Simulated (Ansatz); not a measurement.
```yaml
crystal:
  periodic: [false, false, false]
  atoms:
    - {symbol: Cl, position_ang: [-0.000000, 0.000000, -0.022568]}
    - {symbol: Ga, position_ang: [0.300000, 0.300000, -0.022568]}
basis:
  gaussian: {orbitals: def2-mTZVPP}
hamiltonian: {xc: {name: PBEsol}, dispersion: d3bjatm}
output: {forces: true}
```

```sh
$ ansatz run in.yaml --threads 2 --pin off --events-out ev --progress --plain --max-ram 32768MiB --backend cpu
```

Shortened log:

```
Functional definition: PBEsol
637 factors; their error is unknown
mean field evaluation 1: about -63023.0926 eV, gradient 1.1e2 eV
mean field evaluation 2: about -63024.2858 eV, gradient 6.6e1 eV
mean field evaluation 4: about -63028.9847 eV, gradient 7.2e0 eV
mean field evaluation 8: about -63028.9416 eV, gradient 7.7e0 eV
mean field evaluation 16: about -63029.0913 eV, gradient 2.2e-4 eV
mean field evaluation 32: about -63029.0902 eV, gradient 1.0e-3 eV
a density is far from that of the atoms, so the factors are made again for it
623 factors; integrals over basis functions are off by at most 1.3e-5 eV
mean field -63029.08741446 eV, -2316.2762398314 hartree, gradient 6.1e-6 eV, S^2 0.000000; 0 other end points of the search recorded, 0 dependent functions left out
reference -63029.08743554 eV, -2316.2762406062 hartree; 24, 24 occupied and 39, 39 virtual orbitals, 623 factors
Total energy: -63029.10363326 eV, -2316.2768358615 hartree
Atom 0 at    -0.000000     0.000000    -0.022568 Å, force -7830.022865 -7830.022865    -0.000000 eV/Å
Atom 1 at     0.300000     0.300000    -0.022568 Å, force  7830.022865  7830.022865     0.000000 eV/Å
Dipole moment:    -0.454391    -0.454391    -0.000000 e Å
```

Task: Something in this input is off. What?

Result: One atom was put on top of another. Self-consistency was reached. The result belongs to that input, not to the molecule as meant.
